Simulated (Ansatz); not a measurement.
Consider the formal loss of a carbene: `C[CH](C)[Zn][OH]` → `[CH2]` (triplet) + `C[CH2][Zn][OH]`.

Program: Ansatz. Geometries: PBE0-D4/def2-TZVP. ΔE: electronic, gas phase. CBS: MP2 limit from def2 TZ/QZ plus the TZ coupled-cluster correction, frozen cores. This one scheme is used for every species. Functionals use def2-TZVPP. Triplets are unrestricted, without spin–orbit coupling. For Zn outer-core shells are correlated without core-valence functions, which leaves a few kJ/mol of doubt a bond. Scalar relativity is left out up to krypton. Each species was taken in one conformer, which may not be the lowest.

(1) Is it downhill or uphill in electronic energy at CCSD(T)/CBS, and by how much? (An estimate is asked.)

(2) What do these levels give: ωB97M-V, PBE-QIDH, revPBE, r2SCANh, MP2/def2-SVP, CCSD(T)/def2-SVP? (Best estimate.)

Largest T1 diagnostic among the species: 0.015.

## Answers

(1) Ansatz gave: Uphill: ΔE = +427.5 kJ/mol.

(2) The calculation gave: ωB97M-V 428.5, PBE-QIDH 422.7, revPBE 399.7, r2SCANh 400.2, MP2/def2-SVP 424.0, CCSD(T)/def2-SVP 414.5 kJ/mol.

From BLYP to BHLYP (50 % exact exchange), in def2-TZVPP and without D4, ΔE moves by −6.1 kJ/mol. The D4 term adds +11.7 kJ/mol with B3LYP and +6.3 kJ/mol with PBE0; it sums over pairs of atoms, weighted by their polarisabilities, and B3LYP, whose exchange is more repulsive, gets the larger term. Leaving LDA and LC-ωPBE aside and taking each functional with its dispersion term where it has one, the values, not all of them listed here, spread over 36.9 kJ/mol, from r2SCAN0-D4 to ωB97X-V. LDA lies +75.4 kJ/mol from PBE without D4.

B3LYP here is the variant with VWN-RPA as its local correlation; programs differ in this.
